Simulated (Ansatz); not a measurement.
A set of 12 reactions (ligand exchange), with CCSD(T)/CBS values in kJ/mol:

| reaction | ΔE |
| --- | --- |
| `C[SiH2]P` + `C=CS` → `C=CS[SiH2]C` + PH₃ | -39.9 |
| `CO[SiH2]CF` + H–F → `FC[SiH2]F` + CH₃OH | -34.9 |
| `O[SiH](O)S[SiH](O)O` + `N[SiH](O)Cl` → `O[SiH](O)N[SiH](O)Cl` + `O[SiH](O)S` | -2.2 |
| `[F][Au]` + HCl → `[Cl][Au]` + H–F | -143.6 |
| `NBOCF` + H–F → `NBF` + `OCF` | -19.1 |
| `[GeH3][CH]1O[SiH2]O1` + H₂S → `[SH][GeH3]` + `C1O[SiH2]O1` | -70.6 |
| `F[CH]([AlH2])[SiH2][SiH3]` + `O[SiH2]S` → `O[SiH2]S[SiH2][SiH3]` + `F[CH2][AlH2]` | -67.9 |
| `[Cl][SnH2][SeH]` + HI → `[Cl][SnH2][I]` + H₂Se | -31.8 |
| `[Cl][Sn]([Cl])([Cl])[Cl]` + NH₃ → `[NH2][Sn]([Cl])([Cl])[Cl]` + HCl | 72.0 |
| `O[CH2][SnH2][OH]` + H₂S → `O[CH2][SnH2][SH]` + H₂O | -52.2 |
| `N#CO[SiH3]` + `[NH2][GeH2][OH]` → `[OH][GeH2][NH][SiH3]` + `N#CO` | 28.1 |
| `F[SiH3]` + `N=C(F)F` → `FC(F)=N[SiH3]` + H–F | 76.4 |

Computed with Ansatz on PBE0-D4/def2-TZVP structures; ΔE is electronic, products minus reactants. CBS: MP2 limit from def2 TZ/QZ plus the TZ coupled-cluster correction, frozen cores. This one scheme is used for every species. Functionals use def2-TZVPP. B3LYP here is the variant with VWN-RPA as its local correlation; programs differ in this. def2 core potentials past Kr. For Au, Ge, I, Se, Sn outer-core shells are correlated without core-valence functions, which leaves a few kJ/mol of doubt a bond. Scalar relativity is left out up to krypton. Each species was taken in one conformer, which may not be the lowest.

Question: Give the mean, mean absolute and largest difference (level minus CCSD(T)/CBS, kJ/mol) for: PBE-D4, r2SCAN-D4, PBE0-D4, r2SCAN, PBE0, B3LYP, HF/def2-TZVPP, MP2/def2-TZVPP, SCS-MP2/def2-TZVPP, CCSD(T)/def2-TZVPP, MP2/def2-QZVPP, SCS-MP2/def2-QZVPP, HF/CBS(def2), CCSD/CBS(def2). (An estimate is asked.)

Answer: The calculation gave: 
```csv
level,mean,mean absolute,largest
PBE-D4,1.7,5.9,17.2
r2SCAN-D4,1.3,4.4,15.4
PBE0-D4,-0.5,4.2,-7.9
r2SCAN,1.3,5.0,15.6
PBE0,-0.3,4.6,-9.5
B3LYP,1.9,7.2,17.5
HF/def2-TZVPP,-1.5,10.9,-20.9
MP2/def2-TZVPP,-1.8,2.8,-9.5
SCS-MP2/def2-TZVPP,-0.3,3.3,8.5
CCSD(T)/def2-TZVPP,0.6,3.0,-5.9
MP2/def2-QZVPP,-2.1,3.3,-12.0
SCS-MP2/def2-QZVPP,-0.6,2.7,6.2
HF/CBS(def2),-1.1,11.9,-21.5
CCSD/CBS(def2),-0.2,1.7,3.2
```

The largest T1 diagnostic in the set is 0.030, for `[F][Au]` (customary mark 0.02).

CCSD(T)/CBS is a level of theory with its own doubt, and the functionals carry their triple-zeta basis error, so these figures describe this set and don't rank the functionals.
